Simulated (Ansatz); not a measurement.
`C=NB(F)[SiH3]` + `OC(O)Br` → `OC([SiH3])Br` + `C=NB(O)F`  (formal exchange of groups at the Si–B bond)

Gas-phase electronic energies from Ansatz, PBE0-D4/def2-TZVP geometries. CBS: MP2 limit from def2 TZ/QZ plus the TZ coupled-cluster correction, frozen cores. DFT in def2-TZVPP. For Br outer-core shells are correlated without core-valence functions, which leaves a few kJ/mol of doubt a bond. Scalar relativity is left out up to krypton. Each species was taken in one conformer, which may not be the lowest.

```csv
level,ΔE (kJ/mol),difference from CCSD(T)/CBS
B2PLYP,-167.7,4.7
PBE,-142.1,30.3
PBE0,-152.7,19.7
HF/def2-TZVPP,-184.5,-12.1
MP2/def2-TZVPP,-177.3,-4.9
SCS-MP2/def2-TZVPP,-176.3,-3.9
CCSD(T)/def2-TZVPP,-169.2,3.2
SCS-MP2/def2-QZVPP,-178.8,-6.4
HF/CBS(def2),-185.8,-13.4
MP2/CBS(def2),-180.4,-8.0
CCSD(T)/CBS,-172.4,0
```

Largest T1 diagnostic among the species: 0.015.

In def2-TZVPP, CCSD(T) changes the Hartree–Fock value by +15.3 kJ/mol (the triples alone add +3.0 kJ/mol) and MP2 by +7.3 kJ/mol. From PBE to PBE0 (25 % exact exchange), in def2-TZVPP and without D4, ΔE moves by −10.6 kJ/mol.
